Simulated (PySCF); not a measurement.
InBr3, SMILES [Br][In]([Br])[Br]. Coordinates come from a PBE-D3(BJ)/def2-SVP optimisation. The isomer is the one that the SMILES or the coordinates give; other isomers of the formula were not compared. The def2 effective core potentials stand for the cores of In; spin–orbit coupling is left out.

Computed equilibrium geometry at PBE-D3(BJ)/def2-SVP (PySCF confirms it by a frequency run) as bond lengths and angles, and its point group:
point group D3h.
Atoms: In1 Br2 Br3 Br4. Bonded distances (Å): In1–Br2 2.483, In1–Br3 2.483, In1–Br4 2.483. Bond angles (°): Br2–In1–Br3 120.0, Br2–In1–Br4 120.0, Br3–In1–Br4 120.0.
Charge 0, spin multiplicity 1.
